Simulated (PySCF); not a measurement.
Coordinates in bohr (charge 1 multiplicity 1):
```
Nb    0.0000    0.0000   -1.6229
Se    3.3544    0.0000    0.9436
Se   -3.3544    0.0000    0.9436
```

These are results of PySCF, PBE0, basis Nb def2-TZVP with ECP28, Se def2-TZVP (scalar-relativistic core potentials, no spin–orbit coupling, density fitting), not measurements.

This geometry of [NbSe2]+ is a stationary point at this level.

Problem. What is the point group?

Solution. C2v.

Problem. Is it a minimum?

Solution. Yes: all harmonic wavenumbers are real.

Problem. What are the dipole moment and the gap between the highest occupied and lowest empty levels?

Solution. 5.16 D about the centre of mass and 2.53 eV.

Problem. Give the atomic charges and bond orders.

Solution. 
```json
{"atom": "Nb1", "Mulliken": "1.06", "Löwdin": "0.19", "polar tensor": "1.29", "Mayer order to Nb1": "–"}
{"atom": "Se2,3", "Mulliken": "-0.03", "Löwdin": "0.41", "polar tensor": "-0.15", "Mayer order to Nb1": "2.44"}
```

Other isomers or separated fragments may lie lower.
